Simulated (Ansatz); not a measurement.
C3H7FSi can be A, `C=C([SiH3])CF`, or B, `C/C([SiH3])=C\F`.

Isolated molecules relaxed with PBE0-D4/def2-TZVP in Ansatz; ΔE leaves out vibrations. CCSD(T)/CBS adds triple-zeta CCSD(T) − MP2 to the extrapolated MP2 energy (def2 sets, frozen cores). DFT in def2-TZVPP. B3LYP here is the variant with VWN-RPA as its local correlation; programs differ in this. Each species was taken in one conformer, which may not be the lowest.

A:

```xyz
12

C    -0.676   -0.564   -1.322
C    -0.093   -0.189   -0.186
Si    0.085    1.627    0.224
C     0.435   -1.185    0.792
F     0.246   -2.486    0.378
H    -0.790   -1.612   -1.581
H    -1.059    0.163   -2.029
H    -0.608    1.947    1.502
H    -0.508    2.421   -0.881
H     1.519    1.989    0.392
H    -0.062   -1.071    1.764
H     1.511   -1.039    0.946
```

B:

```xyz
12

C    -0.895   -1.223   -0.143
C     0.087   -0.094   -0.231
Si    0.172    1.182    1.119
C     0.923    0.049   -1.250
F     0.960   -0.802   -2.285
H    -0.826   -1.890   -1.002
H    -1.919   -0.842   -0.087
H    -0.728   -1.812    0.763
H    -1.140    1.869    1.266
H     0.490    0.535    2.422
H     1.222    2.183    0.794
H     1.652    0.844   -1.366
```

Task: Which is lower in electronic energy at CCSD(T)/CBS, and by how much? (Best estimate.)

Result: Ansatz gave: B, by 17.5 kJ/mol.

Task: Give E(B) − E(A) in kJ/mol with PBE0-D4, B3LYP, PBE-D4, CCSD/def2-TZVPP, B3LYP-D4, r2SCAN-D4, ωB97M-V. (Estimate.)

Result: The calculation gave: PBE0-D4 -23.2, B3LYP -20.3, PBE-D4 -25.5, CCSD/def2-TZVPP -16.8, B3LYP-D4 -20.1, r2SCAN-D4 -24.2, ωB97M-V -20.2. None reverses the order clearly.

Largest T1 diagnostic: 0.012.

In def2-TZVPP, CCSD(T) changes the Hartree–Fock value by −5.7 kJ/mol (the triples alone add −1.2 kJ/mol) and MP2 by −8.2 kJ/mol.
